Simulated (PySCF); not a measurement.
## Electronic structure of Os (osmium, neutral) at the PBE0 level

Configuration: [Xe] 4f14 5d7 6s1, high-spin 5F determinant (an excited configuration). All numbers are calculated (PySCF 2.14, scalar relativity by spin-free X2C-1e, in ANO-RCC-VTZP (8s7p5d3f2g1h, 104 functions)).

| Quantity | Value |
| --- | --- |
| Total energy | -17254.67 hartree |
| One-electron energy | -23669.14 hartree |
| Hartree (Coulomb) energy | 6759.44 hartree |
| Exchange-correlation energy | -344.97 hartree |
| ⟨S²⟩ | 6.0018 |
| ⟨L²⟩ | 12.018 |
| Sum of ⟨r⟩ | 45.47 bohr |
| Sum of ⟨r²⟩ | 63.34 bohr² |
| Traceless quadrupole moment −½Σ⟨3z² − r²⟩ along its main axis | -0.00215 e·bohr² |
| Langevin diamagnetic susceptibility | -50.2 ×10⁻⁶ cm³/mol |
| Time after the integrals | of the order of 6 core-seconds |

```
shell  electrons  mean orbital energy (hartree)  spread (hartree)  rms radius, mean of both spins (bohr)
 1s α          1                    -2710.68893                 0                                 0.0200
 1s β          1                    -2710.68837                 0                                 0.0200
 2s α          1                     -473.39195                 0                                 0.0810
 2s β          1                     -473.38498                 0                                 0.0810
 2p α          3                     -413.78510                 0                                 0.0738
 2p β          3                     -413.77918                 0                                 0.0738
 3s α          1                     -110.72593                 0                                  0.207
 3s β          1                     -110.72349                 0                                  0.207
 3p α          3                      -93.04651                 0                                  0.209
 3p β          3                      -93.04415                 0                                  0.209
 3d α          5                      -72.53821           0.00289                                  0.191
 3d β          5                      -72.53322           0.00224                                  0.191
 4s α          1                      -23.60349                 0                                  0.459
 4s β          1                      -23.59541                 0                                  0.459
 4p α          3                      -17.74465                 0                                  0.489
 4p β          3                      -17.73723                 0                                  0.489
 4d α          5                      -10.25509           0.00795                                  0.526
 4d β          5                      -10.24536           0.00256                                  0.526
 5s α          1                       -3.44798                 0                                   1.07
 5s β          1                       -3.38123                 0                                   1.07
 4f α          7                       -1.99461           0.01064                                  0.621
 4f β          7                       -1.98253           0.00031                                  0.621
 5p α          3                       -1.94090                 0                                   1.25
 5p β          3                       -1.85044                 0                                   1.25
 5d α          5                       -0.25143           0.02651                                   2.08
 6s α          1                       -0.24485                 0                                   3.26
 5d β          2                       -0.18288                 0                                   2.08
```

Spin-orbit coupling, absent here, splits the open shell strongly.

Densities and radii are taken from the X2C orbitals without a picture-change correction, which distorts them close to the nucleus.
